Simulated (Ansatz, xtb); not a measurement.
**AlH5InNSi: where a starting geometry ends**

The starting geometry of this gas-phase singlet was built from a drawn formula by distance geometry and a force field; its bonds are those of `[NH]1[AlH][InH][SiH2]1`.

```xyz
9

Al    0.2034   -0.9925   -2.1988
In   -1.3286   -2.2301   -0.2391
N     0.0254    0.2436   -0.7734
Si   -1.7018    0.4780   -0.5239
H     0.4081   -0.2404    0.0670
H     1.3903   -1.6637   -2.9402
H    -2.6214   -1.3771   -0.2194
H    -1.8778    1.2545    0.7825
H    -2.3198    1.2224   -1.6041
```

Predict what becomes of its bonds when it is optimised with r2SCAN-D4/def2-SVP.

It rearranges, giving a structure given below by its coordinates. Contacts that open: In2–Si4 (2.75 → 3.84 Å), In2–H7 (1.55 → 2.62 Å). Contacts that close: Si4–H7 (2.09 → 1.51 Å).

The energy falls by 3.36 eV over 16 steps:

```
step  E − E(last) (eV)
   1             3.360
   3             1.160
   4             0.758
   6             0.392
   8             0.163
   9             0.101
  11             0.018
  13             0.002
  14             0.000
  16             0.000
```

Final geometry (Å):

```xyz
9

Al    0.3215   -1.5827   -1.5846
In   -1.9695   -3.2945   -0.9444
N    -0.1674    0.1029   -1.0606
Si   -1.6912    0.4867   -0.3373
H     0.4785    0.8846   -1.1893
H     1.8104   -1.5440   -2.2092
H    -2.4544   -0.8178   -0.2523
H    -1.6069    1.0282    1.0572
H    -2.5433    1.4312   -1.1288
```

From the same start GFN2-xTB reaches the same bonding as this run.

The end wasn't checked by frequencies. Atoms past krypton carry core potentials, without spin–orbit terms. Run with Ansatz 0.2.0, 55 s on 2 threads of AMD EPYC 7R43 64-Core Processor (Zen 3), on a shared host.
